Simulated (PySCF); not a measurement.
BH₂Br, SMILES BBr. Atoms are numbered in the order given.

```xyz
4

B      0.0000     0.0000     1.5596
H      0.0000     1.0471     2.1111
H      0.0000    -1.0471     2.1111
Br     0.0000     0.0000    -0.3434
```
Charge 0, spin multiplicity 1.

Geometry: B3LYP-D3(BJ)/def2-TZVP.

Computed with TDA-CAM-B3LYP/def2-TZVPD run with PySCF.

Vertical excitations. Isolated molecule, no solvent. State labels are in the subgroup C2v.

Computed UV-visible absorptions:
```
state  symmetry  energy (eV)  λ (nm)      f                                                  main pairs
-----  --------  -----------  ------  -----  ----------------------------------------------------------
S1           A2         4.65     267  0.000                                              HOMO→LUMO 98 %
S2           A1         6.58     189  0.139                                            HOMO−1→LUMO 92 %
S3           B1         6.82     182  0.002                                            HOMO−2→LUMO 98 %
S4           A2         7.29     170  0.000                                            HOMO−3→LUMO 97 %
S5           B2         7.39     168  0.047                          HOMO→LUMO+1 77 %, HOMO→LUMO+2 14 %
S6           B2         7.75     160  0.003        HOMO→LUMO+2 70 %, HOMO→LUMO+1 15 %, HOMO→LUMO+9 12 %
S7           B1         8.39     148  0.108                      HOMO−1→LUMO+1 70 %, HOMO−1→LUMO+2 21 %
S8           A1         8.43     147  0.045                                            HOMO→LUMO+3 97 %
S9           A2         8.45     147  0.000                                            HOMO→LUMO+4 98 %
S10          B1         8.77     141  0.022  HOMO−1→LUMO+2 59 %, HOMO−1→LUMO+1 21 %, HOMO−1→LUMO+9 13 %
T1           A2         4.32     287      0                                              HOMO→LUMO 95 %
T2           A1         5.20     239      0                                            HOMO−1→LUMO 98 %
T3           B1         6.17     201      0                                            HOMO−2→LUMO 96 %
T4           A2         6.66     186      0                                            HOMO−3→LUMO 93 %
```
Triplets are in the Tamm–Dancoff approximation.
